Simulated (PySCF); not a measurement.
C2H5NOSi, SMILES O[SiH2]CC#N.

The structure is a stationary point at B3LYP-D3(BJ)/def2-SVP. This is a generated structure with no PubChem entry under its InChIKey; it may be hypothetical. The values are those of a single conformer.

The numbers are results of TDA-PBE0/def2-SVPD in PySCF, not measurements.

Vertical excitations. The molecule is in vacuum. State labels are in the subgroup Cs.

Computed lowest excited states:
```csv
state,symmetry,energy (eV),λ (nm),f,main pairs
S1,A",7.27,170,0.002,HOMO−1→LUMO 97 %
S2,A',7.41,167,0.001,HOMO→LUMO 89 %
S3,A",7.49,166,0.001,"HOMO→LUMO+3 71 %, HOMO−2→LUMO+2 13 %"
S4,A",7.82,159,0.001,"HOMO−2→LUMO 44 %, HOMO−2→LUMO+2 29 %, HOMO→LUMO+3 20 %"
S5,A',7.97,156,0.040,"HOMO→LUMO+2 48 %, HOMO−2→LUMO+3 34 %"
S6,A',8.05,154,0.005,HOMO→LUMO+1 96 %
S7,A",8.23,151,0.014,HOMO−1→LUMO+1 91 %
S8,A",8.30,149,0.000,"HOMO−2→LUMO 39 %, HOMO−2→LUMO+2 39 %, HOMO−2→LUMO+1 8 %, HOMO−2→LUMO+5 8 %"
S9,A",8.58,145,0.001,HOMO−2→LUMO+1 82 %
S10,A",8.61,144,0.010,HOMO−1→LUMO+2 85 %
T1,A',6.13,202,0,"HOMO→LUMO+2 36 %, HOMO−2→LUMO+3 32 %, HOMO→LUMO 9 %"
T2,A',6.70,185,0,"HOMO−2→LUMO+3 56 %, HOMO→LUMO+2 19 %, HOMO→LUMO 11 %"
T3,A",6.70,185,0,"HOMO→LUMO+3 53 %, HOMO−2→LUMO+2 23 %"
T4,A",6.86,181,0,HOMO−1→LUMO 94 %
```
Triplets are in the Tamm–Dancoff approximation.
